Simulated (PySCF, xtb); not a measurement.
B(Cl)(Me)2 (C2H6BCl), SMILES CB(C)Cl.

GFN2-xTB (xtb) at its own geometry gives an orbital gap of 4.37 eV and a dipole moment of 1.86 D.

Geometry: B3LYP-D3(BJ)/def2-SVP.

**Question.** What does PBE/def2-TZVP in PySCF give? (Estimate from the structure and the level; the computed values follow.)

**Answer.** gap 5.19 eV (levels -6.91 and -1.71 eV), dipole 1.54 D.
